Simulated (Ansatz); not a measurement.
Worked example: ideal-gas entropy of C2H3BrO (SMILES BrC1CO1)

A singlet with charge 0, relaxed at PBE-QIDH/STO-3G, 12 core orbitals frozen (Ansatz 0.2.0):

```xyz
7

Br    1.3121   -1.0157   -1.5182
C    -0.1757   -0.5037   -0.4437
C    -0.0361    0.4928    0.6650
O    -0.7192    0.8298   -0.5822
H    -0.9172   -1.3123   -0.3431
H     0.9385    0.9709    0.8304
H    -0.6650    0.4023    1.5607
```

Harmonic wavenumbers in cm⁻¹: 320, 355, 686, 1013, 1102, 1120, 1157, 1237, 1293, 1389, 1507, 1689, 3457, 3498, 3613.

Masses in u: Br 79.904, C 12.011, O 15.999, H 1.008. Take T = 298.15 K, p = 1 bar, R = 8.3145 J/(mol K), kT/hc = 207.22 cm⁻¹, rigid rotor and harmonic oscillator.

Task: Compute the standard molar entropy.

Result: 
1. Translation (Sackur–Tetrode): S = R[3/2 ln M + 5/2 ln T − 1.1517] with M = 122.949 gives 168.9 J/(mol K).
2. Rotation: principal moments 26.935, 200.774, 209.566 u Å² give A, B, C = 0.6259, 0.084, 0.0804 cm⁻¹; the symmetry number is σ = 1; q = (√π/σ)√((kT/hc)³/ABC) = 81321; S = R(ln q + 3/2) = 106.5.
3. Vibration: with u = ν̃/207.22, each mode gives R[u/(eᵘ − 1) − ln(1 − e⁻ᵘ)]; the sum is 13.1, most from 320 cm⁻¹ (5.5), 355 cm⁻¹ (4.8), 686 cm⁻¹ (1.4).
4. Electronic: R ln 1 = 0.0, from the spin multiplicity alone.
5. Sum: 168.9 + 106.5 + 13.1 + 0.0 = 288.5 J/(mol K).

No measured value is set beside it here.
